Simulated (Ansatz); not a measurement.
Reaction (formal exchange of groups at the Si–Cl bond): `Cl[SiH2][O][SnH3]` + SiH₄ → `[SiH3][SiH2][O][SnH3]` + HCl

Computed with Ansatz on PBE0-D4/def2-TZVP structures; ΔE is electronic, products minus reactants. CBS: MP2 limit from def2 TZ/QZ plus the TZ coupled-cluster correction, frozen cores. This one scheme is used for every species. DFT in def2-TZVPP. B3LYP here is the variant with VWN-RPA as its local correlation; programs differ in this. Elements past krypton have def2 core potentials. For Sn outer-core shells are correlated without core-valence functions, which leaves a few kJ/mol of doubt a bond. One conformer a species, not always the lowest.

Question: Is it downhill or uphill in electronic energy at CCSD(T)/CBS, and by how much? (Estimate.)

Answer: Computed: Uphill: ΔE = +29.7 kcal/mol.

Question: What do these levels give: r2SCAN-D4, B3LYP, HF/def2-TZVPP, MP2/def2-TZVPP, SCS-MP2/def2-TZVPP, MP2/def2-QZVPP? (Estimate.)

Answer: The calculation gave: r2SCAN-D4 29.3, B3LYP 29.3, HF/def2-TZVPP 33.6, MP2/def2-TZVPP 31.6, SCS-MP2/def2-TZVPP 31.6, MP2/def2-QZVPP 32.0 kcal/mol.

Largest T1 diagnostic among the species: 0.014.

From PBE to PBE0 (25 % exact exchange), in def2-TZVPP and without D4, ΔE moves by +1.5 kcal/mol. In def2-TZVPP, CCSD(T) changes the Hartree–Fock value by −4.6 kcal/mol (the triples alone add −0.4 kcal/mol) and MP2 by −2.0 kcal/mol.
